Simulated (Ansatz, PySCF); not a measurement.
This Ansatz (a first-principles code) input computes a PBE/def2-TZVPD energy:

Ansatz 0.2 input:
```yaml
crystal:
  periodic: [false, false, false]
  atoms:
    - {symbol: Pb, position_ang: [-0.00000000, -0.00000000, -1.11148383]}
    - {symbol: I, position_ang: [0.00000000, 0.00000000, 1.71965423]}
basis:
  gaussian:
    orbitals: def2-TZVPD
hamiltonian:
  xc: {name: PBE}
magnetization: {spin_polarized: true, initial_magnetization: 1}
output: {forces: true}
```

Write an input for the same energy in PySCF and say what it gives.


```python
from pyscf import gto, scf, dft

mol = gto.M(
    atom='''
    Pb   -0.00000000   -0.00000000   -1.11148383
    I     0.00000000    0.00000000    1.71965423
    ''',
    basis='def2-tzvpd',
    ecp='def2-tzvp',
    charge=0,
    spin=1,
    symmetry='C2v',
    verbose=4,
)

mf = dft.UKS(mol, xc='pbe').density_fit(auxbasis='def2-universal-jkfit')
mf.grids.level = 3
mf.conv_tol = 1e-9
mf.max_cycle = 100
mf.max_memory = 1500
mf.kernel()
if not mf.converged:
    mf = mf.newton()
    mf.kernel(mf.make_rdm1())
mf.analyze()
```
It gives -490.64695 Eh, and Ansatz -490.64694 Eh, a difference of 0.01 mEh.
